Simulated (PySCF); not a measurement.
PySCF input file for H2O3S, SMILES O=S(O)O, B3LYP/pcJ-1. Geometry optimised at B3LYP-D3(BJ)/def2-SVP. Other conformers were not sampled.

```python
import numpy as np
from pyscf import gto, scf, dft
from pyscf.prop.ssc import rks as ssc

mol = gto.M(
    atom='''
    O    -0.32222079    1.38443591    0.00000002
    S     0.44339159    0.12046442    0.00000000
    O    -0.15206223   -0.76091622    1.27321297
    O    -0.15206223   -0.76091620   -1.27321300
    H    -1.04175172   -0.41412936    1.47983898
    H    -1.04175172   -0.41412932   -1.47983899
    ''',
    basis='pcJ-1',
    charge=0,
    spin=0,
    max_memory=1600,
    verbose=3,
)
mf = dft.RKS(mol, xc='b3lyp')
mf.grids.level = 3
mf.conv_tol = 1e-10
mf.max_cycle = 100
mf.kernel()
j = ssc.SSC(mf)
j.with_fcsd = True
j.max_cycle_cphf = 80
j.conv_tol = 1e-7
e11 = j.kernel()
```

Output:

```
converged SCF energy = -622.461952196619
Reduced spin-spin coupling constant K (Hz)
               #0        #1        #2        #3        #4
        0 O    0.00000
        1 S  -176.56882   0.00000
        2 O   -3.25438 -107.01616   0.00000
        3 O   -3.20181 -107.07476   4.38600   0.00000
        4 H   -0.03605   0.76497  14.90896   0.01341   0.00000
        5 H   -0.03641   0.76536   0.01393  14.90882  -0.01158
               #5
        5 H    0.00000
Spin-spin coupling constant J (Hz)
               #0        #1        #2        #3        #4
        0 O    0.00000
        1 S   57.40896   0.00000
        2 O   -1.86746  34.79486   0.00000
        3 O   -1.83730  34.81391   2.51682   0.00000
        4 H    0.15256   1.83399 -63.08356  -0.05674   0.00000
        5 H    0.15406   1.83492  -0.05895 -63.08300  -0.36141
               #5
        5 H    0.00000
```

The run converged.

Cost: roughly 70 core-seconds.
